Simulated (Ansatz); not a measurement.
A basis-limit estimate, worked out

An elementary step of SiN$_{2}$H$_{6}$O, singlet (SiN₂H₆O ([NH2][SiH]([NH2])[OH]) → SiN₂H₄O ([NH2][Si]([NH2])[O]) + H₂; Si–H, O–H broken or loosened, H–H formed or tightened). “Start” and “end” are the PBE0-D4/def2-TZVP structures reached by relaxing down either side of its saddle point, with the molecules still in contact.

Ansatz 0.2.0; basis: def2-TZVPP and def2-QZVPP; cores frozen in the correlated methods.

Energies in eV:

| quantity | end | start |
| --- | --- | --- |
| Hartree–Fock, triple zeta (X = 3) | -12962.10248 | -12963.89894 |
| Hartree–Fock, quadruple zeta (X = 4) | -12962.63117 | -12964.42670 |
| MP2 correlation, X = 3 | -21.92845 | -21.64812 |
| MP2 correlation, X = 4 | -23.59149 | -23.31675 |
| CCSD(T) correlation, X = 3 | -23.39224 | -23.18943 |

(1) Work out the step energy at the basis limit: extrapolate Hartree–Fock as E(X) = E∞ + A exp(−7.88 √X) and the MP2 correlation as E(X) = E∞ + B X^−2.97 (the exponents that Neese and Valeev fitted for def2-TZVPP and QZVPP), then add CCSD(T) − MP2 in triple zeta.

T1 diagnostic: at most 0.015.

Answers

(1) Each step is linear, so take the differences first (end − start): Hartree–Fock 1.79646 (X = 3) and 1.79553 (X = 4); MP2 correlation -0.28033 and -0.27474; CCSD(T) correlation -0.20281.
Two points give E∞ = E(4) + w [E(4) − E(3)], with w = 1/(exp(7.88 (2 − √3)) − 1) = 0.1377 for Hartree–Fock and w = 1/((4/3)^2.97 − 1) = 0.7407 for the correlation.
Hartree–Fock: 1.79553 + 0.1377 × (-0.00093) = 1.7954 eV.
MP2 correlation: -0.27474 + 0.7407 × 0.00559 = -0.2706 eV.
CCSD(T) − MP2: -0.20281 − (-0.28033) = 0.0775 eV.
Sum: 1.7954 + (-0.2706) + 0.0775 = 1.6023 eV, or 36.95 kcal/mol. Plain CCSD(T) in triple zeta gives 1.5937 eV, so the larger basis shifts the result by 0.0086 eV.

Labels in which every atom is bracketed show which atoms are joined, not bond orders.

For scale, one of the runs: CCSD(T)/def2-TZVPP, 219 basis functions, launched by `ansatz run in.yaml --threads 4 --pin off --events-out ev --progress --plain --max-ram 9574MiB`. Time: 54 s of wall clock on 4 CPU threads of an Arm Neoverse V1; the host was shared. Peak host memory: 3.4 GiB.
